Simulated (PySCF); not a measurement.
**Question.** What does the PBE0-D3(BJ)/def2-SVP structure of `O=C1C=C[Si@@H](Cl)C1` look like in three dimensions?

**Answer.** 
```xyz
12
C4H5ClOSi angstrom
O     -2.3366    0.6919   -0.8575
C     -1.2499    0.4218   -0.4094
C     -0.2036    1.4536   -0.1359
C      1.0355    1.0232    0.1680
Si     1.0690   -0.8453    0.1576
Cl     1.7361   -1.6199    1.9591
C     -0.7872   -0.9979   -0.0831
H     -0.5001    2.5040   -0.2283
H      1.8566    1.7203    0.3588
H      1.9153   -1.4375   -0.9127
H     -1.2541   -1.2955    0.8716
H     -1.1473   -1.6988   -0.8493
```

Orientation and origin are arbitrary. Atoms count from 1 in this order. The 5-membered ring C2–C3–C4–Si5–C7 has internal angles of 93.7° to 117.7° (sum 538°, against 540° for a flat polygon); it is slightly puckered (a soft mode that the optimisation may not have finished), 0.06 Å rms from its mean plane, widest ring torsion 13°. Si5 (chlorine-bound silicon) has angles from 93.7° to 116.0°. The C–C distances run from 1.346 Å (C3=C4, drawn double) to 1.528 Å (C2–C7, drawn single), a spread of 0.182 Å.

Bonds between heavy atoms (Å): O1=C2 1.206, C2–C3 1.495, C3=C4 1.346, C4–Si5 1.869, Si5–Cl6 2.071, Si5–C7 1.878, C2–C7 1.528.

The calculation used PBE0-D3(BJ)/def2-SVP geometry optimisation, gas phase in PySCF.

Point group: C1 (no symmetry element, even within 0.4 Å). Not checked by PBE0-D3(BJ)/def2-SVP frequencies. One conformer, not necessarily the lowest (O1–C2–C3–C4 -170°, C3–C4–Si5–Cl6 -124°, C4–Si5–C7–C2 11°, O1–C2–C7–Si5 166°).
